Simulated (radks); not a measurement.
Values are calculated unless marked as measured or tabulated.
Ionisation of neutral tantalum, [Xe] 4f14 5d3 6s2, to Ta+, [Xe] 4f14 5d3 6s1, under several functionals. Dirac Kohn-Sham, spin-unpolarised, spherical densities, point nucleus; open shells fill j = l - 1/2 first; a radial shooting solver on a logarithmic mesh with Libxc functionals. Known Delta-SCF values: BLYP 8.300 eV; LDA (Slater exchange, Perdew-Wang correlation) 8.598 eV. What does B86b exchange with PBE correlation give, and what is its highest occupied eigenvalue?

Answer. 8.398 eV by Delta-SCF; the 5d3/2 eigenvalue is -3.754 eV. NIST: 7.550 eV (measured).

Beside tabulated values, note that spin-unpolarised runs miss the spin-polarisation part of the exchange energy of open shells.
